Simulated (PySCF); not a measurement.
# Bonding in `CO[C@@H]1C[C@@H]2C=C[C@H]1CC2`

Species: C₉H₁₄O.
Atom-mapped SMILES: `[CH3:1][O:2][C@@H:3]1[CH2:4][C@@H:5]2[CH:6]=[CH:7][C@H:8]1[CH2:9][CH2:10]2` (hydrogens: H11, H12, H13 on C1; H14 on C3; H15, H16 on C4; H17 on C5; H18 on C6; H19 on C7; H20 on C8; H21, H22 on C9; H23, H24 on C10)

Geometry (GFN2-xTB, Å), atoms numbered from 1 in this order:
```xyz
24
C9H14O angstrom
C      2.9798   -0.7311   -0.1646
O      1.9221   -0.4408    0.7094
C      0.8999    0.3766    0.1714
C     -0.0157    0.7764    1.3361
C     -1.4517    0.3001    1.0648
C     -1.4066   -1.1673    0.7770
C     -0.6331   -1.4979   -0.2457
C      0.0450   -0.3394   -0.9035
C     -1.0266    0.6600   -1.3748
C     -1.9494    1.0180   -0.2021
H      2.6826   -1.4234   -0.9605
H      3.7550   -1.1993    0.4399
H      3.3796    0.1834   -0.6223
H      1.3654    1.2651   -0.2902
H      0.3712    0.2993    2.2367
H     -0.0059    1.8563    1.4845
H     -2.0940    0.5373    1.9152
H     -1.9671   -1.8681    1.3731
H     -0.4722   -2.5043   -0.5954
H      0.6673   -0.6440   -1.7474
H     -1.5945    0.2077   -2.1887
H     -0.5336    1.5510   -1.7680
H     -1.9545    2.0948   -0.0271
H     -2.9747    0.7092   -0.4103
```

Bond orders from the PBE0/pcSseg-1 density (PySCF). Isolated species at its GFN2-xTB geometry (one conformer only).

Question: Where do the orders between heavy atoms depart from those drawn in the SMILES?

Answer: The largest departure is 0.147, at C6–C7 (drawn double, 1.853).

Question: Give the Mayer order of every bond between heavy atoms, beside its length.

Answer: 
```json
{"bond": "C1–O2", "drawn as": "single", "length (Å)": "1.402", "Mayer order": "0.941"}
{"bond": "O2–C3", "drawn as": "single", "length (Å)": "1.415", "Mayer order": "0.901"}
{"bond": "C3–C4", "drawn as": "single", "length (Å)": "1.535", "Mayer order": "1.003"}
{"bond": "C4–C5", "drawn as": "single", "length (Å)": "1.537", "Mayer order": "1.012"}
{"bond": "C5–C6", "drawn as": "single", "length (Å)": "1.496", "Mayer order": "1.001"}
{"bond": "C6–C7", "drawn as": "double", "length (Å)": "1.324", "Mayer order": "1.853"}
{"bond": "C7–C8", "drawn as": "single", "length (Å)": "1.495", "Mayer order": "0.994"}
{"bond": "C8–C9", "drawn as": "single", "length (Å)": "1.539", "Mayer order": "1.011"}
{"bond": "C9–C10", "drawn as": "single", "length (Å)": "1.535", "Mayer order": "1.024"}
{"bond": "C8–C3", "drawn as": "single", "length (Å)": "1.549", "Mayer order": "0.968"}
{"bond": "C10–C5", "drawn as": "single", "length (Å)": "1.539", "Mayer order": "1.003"}
```

By pair of heavy elements: C–O: lowest O2–C3 (0.901, 1.415 Å), highest C1–O2 (0.941, 1.402 Å). C–C: lowest C8–C3 (0.968, 1.549 Å), highest C6–C7 (1.853, 1.324 Å); in 2 of the 36 pairs the longer bond (by over 0.003 Å) has the higher order (by 0.02 or more).

Question: And the bonds to hydrogen?

Answer: C–H: 0.94 to 0.99 (14 bonds).

Question: Sum the orders of all bonds at each heavy atom with more than one neighbour and set the sums beside the valence in the SMILES.

Answer: C1 3.826 (drawn 4), O2 1.842 (drawn 2), C3 3.808 (drawn 4), C4 3.896 (drawn 4), C5 3.978 (drawn 4), C6 3.843 (drawn 4), C7 3.835 (drawn 4), C8 3.929 (drawn 4), C9 3.929 (drawn 4), C10 3.927 (drawn 4). Orders between atoms that aren't bonded are not in these sums.

Mayer orders depend on the basis set.
